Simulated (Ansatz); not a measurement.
Species: WH2 (charge 0, triplet). The spin state was set by rule; other spins were not relaxed. SMILES: [WH2]
Structure (B3LYP-D3(BJ)/def2-TZVP (Ansatz, a quantum-chemistry and plane-wave program) minimum search):
```xyz
3

W      0.0218     0.0043     0.0069
H     -0.5571    -1.5954    -0.1521
H     -1.0571     1.2774    -0.3599
```
Charge 0, spin multiplicity 3.

Quantity: vertical singlet-triplet gap (E(singlet) - E(triplet); the singlet is one closed-shell determinant, which may describe it poorly; each state is the SCF solution reached for its spin; the UHF <S^2> is 2.98 for the triplet (pure: 2.00); for the singlet the Hartree-Fock reference is unstable and T1 is 0.034; for the triplet the Hartree-Fock reference is unstable and T1 is 0.035), in kcal/mol. Valence correlation only, unless marked. Open shells are spin-unrestricted. No spin-orbit coupling. Frozen are the shells of the preceding noble gas and the d and f shells that filled before the atom's block. In def2 rows, elements after Kr have scalar-relativistic effective core potentials.  The program attaches cautions to a run behind CCSD/def2-SVPD: other amplitudes. The program attaches cautions to a run behind CCSD/def2-TZVPPD: other amplitudes. The program attaches cautions to a run behind CCSD/def2-QZVPPD: other amplitudes. The program attaches cautions to a run behind CCSD(T)/def2-SVPD: other amplitudes. The program attaches cautions to a run behind CCSD(T)/def2-TZVPPD: other amplitudes. The program attaches cautions to a run behind CCSD(T)/def2-QZVPPD: other amplitudes.

| level | program | vertical singlet-triplet gap (kcal/mol) |
|---|---|---|
| RI-HF/def2-TZVPPD | Ansatz | 45.7 |
| RI-HF/def2-QZVPPD | Ansatz | 46.0 |
| SVWN5/def2-TZVPD | Ansatz | 30.1 |
| PBE/def2-TZVPD | Ansatz | 35.6 |
| r2SCAN/def2-TZVPD | Ansatz | 43.8 |
| B3LYP/def2-TZVPD | Ansatz | 29.1 |
| PBE0/def2-TZVPD | Ansatz | 37.1 |
| BHLYP/def2-TZVPD | Ansatz | 30.6 |
| CAM-B3LYP/def2-TZVPD | Ansatz | 29.4 |
| wB97M-V/def2-TZVPD | Ansatz | 26.6 |
| wB97X-V/def2-TZVPD | Ansatz | 25.6 |
| B2PLYP/def2-TZVPD | Ansatz | 29.5 |
| RI-MP2/def2-TZVPPD | Ansatz | 31.3 |
| RI-MP2/def2-QZVPPD | Ansatz | 30.4 |
| CCSD/def2-SVPD | Ansatz | 34.8 |
| CCSD/def2-TZVPPD | Ansatz | 28.3 |
| CCSD/def2-QZVPPD | Ansatz | 31.1 |
| CCSD(T)/def2-SVPD | Ansatz | 39.4 |
| CCSD(T)/def2-TZVPPD | Ansatz | 35.4 |
| CCSD(T)/def2-QZVPPD | Ansatz | 32.7 |
